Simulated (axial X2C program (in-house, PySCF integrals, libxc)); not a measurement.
# Low determinants of ZrSi at the PBE0 level, without spin–orbit coupling

All values were computed with an in-house all-electron X2C program for linear molecules (integrals from PySCF). Spin-free means the one-electron spin-free X2C Hamiltonian. Basis: Zr dyall-v3z [11s12p9d4f2g], Si dyall-v3z [8s7p2d1f] (cores contracted in-house); Gaussian nuclei, density fitting, unrestricted open shells. Masses: Zr 89.905 u, Si 27.977 u.

Search at 2.524 Å (vertical energies from the lowest determinant):

```tsv
ΔE (eV)	state	electrons beyond evenly filled partner blocks	electrons in σ, π, δ, φ
0.00	M_S = 2, Λ = 2	σα, π+α, π-α, δ+α	27 22 5 0
0.37	M_S = 1, Λ = 1	σα, π+α, π+β, π-α	27 23 4 0
0.51	M_S = 2, Λ = 3	2 × σα, π+α, π+β, π-α, δ+α	26 23 5 0
0.51	M_S = 2, Λ = 1	2 × σα, π+α, π-α, π-β, δ+α	26 23 5 0
0.53	M_S = 1, Λ = 3	π+α, π+β, π-α, δ+α	26 23 5 0
0.53	M_S = 1, Λ = 1	π+α, π-α, π-β, δ+α	26 23 5 0
0.70	M_S = 3, Λ = 0	2 × σα, π+α, π-α, δ+α, δ-α	26 22 6 0
```

Lowest determinant, M_S = 2, Λ = 2 (beyond evenly filled blocks: σα, π+α, π-α, δ+α): Re = 2.518 Å, ωe = 369.7 cm⁻¹.

The determinant in row 2 of the search, M_S = 1, Λ = 1 (beyond evenly filled blocks: σα, π+α, π+β, π-α), was followed along the bond at PBE0; measured from the minimum of the lowest determinant it gives:

Te = 0.246 eV (1986 cm⁻¹), Re = 2.380 Å, ωe = 434.0 cm⁻¹.

**Question.** Compare the bond of the determinant in row 2 with that of the lowest one.

**Answer.** At PBE0 its Re is 0.138 Å shorter and its force constant, which goes as ωe², is 1.38 times that of the lowest determinant. This determinant mixes spin states, so it has no term energy of its own.

The search compares states at one distance, so a state with another bond length can lie lower; it is not exhaustive and yields mostly the lowest determinant of each block pattern, so other components and higher states of one pattern are missing. These are energies of single determinants, not of spin-adapted states; PBE0 term energies can be off by some tenths of an eV, and the functional has no current term. The lowest determinant need not be the ground state where others lie within half an eV. Row 2 is spin-contaminated (⟨S²⟩ = 2.01 against 2.00), so its values are not those of a pure state.
